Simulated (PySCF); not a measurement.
**Finite-field polarisability of Kr (krypton, neutral)**

[Kr], closed-shell 1S. All numbers are calculated (PySCF 2.14, scalar relativity through the core potential, in aug-cc-pwCVDZ-PP with ECP10MDF (6s5p4d1f, 48 functions)). Frozen: 3s2 3p6 3d10. Energy changes in a uniform field (μhartree):

```json
{"axis": "x", "F (au)": "0.0036", "HF": "-98.760", "MP2": "-100.282", "CCSD": "-100.860", "CCSD(T)": "-101.288"}
{"axis": "x", "F (au)": "0.0072", "HF": "-395.106", "MP2": "-401.205", "CCSD": "-403.518", "CCSD(T)": "-405.233"}
```

Task: Derive α along x at CCSD(T) from the two fields.

Result: With ΔE = −αF²/2 − γF⁴/24, α = −(16 ΔE(F) − ΔE(2F))/(6F²) = 15.63 bohr³.

Task: And the mean polarisability at each level?

Result: HF 15.24, MP2 15.47, CCSD 15.56, CCSD(T) 15.63 bohr³. Reference: 16.78 ± 0.02 bohr³ (recommended; Schwerdtfeger and Nagle, table of static dipole polarizabilities (2023 update)).

CCSD(T) lies more than 5 % below the reference, which points to too few diffuse and polarisation functions.

A double-zeta set is small for polarisabilities.
